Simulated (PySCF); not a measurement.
## A survey of ²⁹Si NMR shifts

[PySCF: NMR shieldings at PBE0/pcSseg-1/GIAO; geometry: GFN2-xTB; single conformer; equivalent nuclei averaged; in vacuum; non-relativistic]

Shieldings were converted by a linear fit to measured shifts: ²⁹Si: δ = 279.94 − 0.822σ (rms 8.9 ppm, 72 shifts, 25.8 ppm with the 6 outliers that the fit left out vs TMS, solution or neat liquid). Occasional misses reach two or three times the rms, and more in compound classes unlike the fitted ones.

(1) Give the ²⁹Si shifts of `C[Si@H](C#CC1CC1)[SiH2][SiH3]`, `C#C[SiH2][Si@H]1C[C@@H](C[SiH3])C1`, `C=C(C)C1=C[SiH2]C1([SiH3])[SiH3]`, `C=CCC#C[Si@H](C)[SiH2][SiH3]`.

(2) Match the shifts -13.0, -27.6, -38.8 ppm to `CC[Si](N)(F)F`, `C=C[C@@](C)(N)C[SiH2]N`, `C=CN(NC)[SiH](C)C`.

Results:

(1) 
```json
{"compound": "[CH3:1][Si@H:2]([C:3]#[C:4][CH:5]1[CH2:6][CH2:7]1)[SiH2:8][SiH3:9]", "environment": "Si2: silicon bonded to 2 C, Si, H", "δ (ppm)": "-62.0"}
{"compound": "[CH3:1][Si@H:2]([C:3]#[C:4][CH:5]1[CH2:6][CH2:7]1)[SiH2:8][SiH3:9]", "environment": "Si9: silicon bonded to Si, 3 H", "δ (ppm)": "-103.2"}
{"compound": "[CH3:1][Si@H:2]([C:3]#[C:4][CH:5]1[CH2:6][CH2:7]1)[SiH2:8][SiH3:9]", "environment": "Si8: silicon bonded to 2 Si, 2 H", "δ (ppm)": "-113.1"}
{"compound": "[CH:1]#[C:2][SiH2:3][Si@H:4]1[CH2:5][C@@H:6]([CH2:7][SiH3:8])[CH2:9]1", "environment": "Si4: silicon bonded to 2 C, Si, H, in a 4-membered ring", "δ (ppm)": "-48.3"}
{"compound": "[CH:1]#[C:2][SiH2:3][Si@H:4]1[CH2:5][C@@H:6]([CH2:7][SiH3:8])[CH2:9]1", "environment": "Si8: silicon bonded to C, 3 H", "δ (ppm)": "-70.7"}
{"compound": "[CH:1]#[C:2][SiH2:3][Si@H:4]1[CH2:5][C@@H:6]([CH2:7][SiH3:8])[CH2:9]1", "environment": "Si3: silicon bonded to C, Si, 2 H", "δ (ppm)": "-88.7"}
{"compound": "[CH2:1]=[C:2]([CH3:3])[C:4]1=[CH:5][SiH2:6][C:7]1([SiH3:8])[SiH3:9]", "environment": "Si6: silicon bonded to 2 C, 2 H, in a 4-membered ring", "δ (ppm)": "-44.2"}
{"compound": "[CH2:1]=[C:2]([CH3:3])[C:4]1=[CH:5][SiH2:6][C:7]1([SiH3:8])[SiH3:9]", "environment": "Si8/9: silicon bonded to C, 3 H (×2)", "δ (ppm)": "-57.7"}
{"compound": "[CH2:1]=[CH:2][CH2:3][C:4]#[C:5][Si@H:6]([CH3:7])[SiH2:8][SiH3:9]", "environment": "Si6: silicon bonded to 2 C, Si, H", "δ (ppm)": "-62.1"}
{"compound": "[CH2:1]=[CH:2][CH2:3][C:4]#[C:5][Si@H:6]([CH3:7])[SiH2:8][SiH3:9]", "environment": "Si9: silicon bonded to Si, 3 H", "δ (ppm)": "-101.7"}
{"compound": "[CH2:1]=[CH:2][CH2:3][C:4]#[C:5][Si@H:6]([CH3:7])[SiH2:8][SiH3:9]", "environment": "Si8: silicon bonded to 2 Si, 2 H", "δ (ppm)": "-112.0"}
```

(2) -13.0: C=CN(NC)[SiH](C)C (silicon bonded to 2 C, N, H); -27.6: CC[Si](N)(F)F (silicon bonded to C, 2 F, N); -38.8: C=C[C@@](C)(N)C[SiH2]N (silicon bonded to C, N, 2 H).
